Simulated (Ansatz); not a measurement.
Basis-set extrapolation for `C=C(S)O[SiH3]` (PBE0-D4/def2-TZVP geometry, frozen core, Ansatz 0.2.0). Multiplicity 1, RHF reference.

```
                      def2-TZVPP   def2-QZVPP
                 HF  -840.646429  -840.674128
    MP2 correlation    -0.859880    -0.924759
CCSD(T) correlation    -0.948587      not run
```

Energies in hartree. Use E(X) = E(∞) + A·exp(−7.88·√X) for Hartree–Fock and E(X) = E(∞) + B·X^(−2.97) for correlation, with X = 3 and 4, and add CCSD(T) minus MP2 of the smaller set to the MP2 limit.

Question: What is the CCSD(T) energy at the basis-set limit?

Answer: HF limit: -840.674128 + (-0.027699) × 0.13774 = -840.67794. MP2 limit: -0.924759 + (-0.064879) × 0.74074 = -0.97282. Higher-order term: -0.948587 − (-0.859880) = -0.08871. Total: -841.73947 hartree, 90.6 kcal/mol below CCSD(T)/def2-TZVPP.
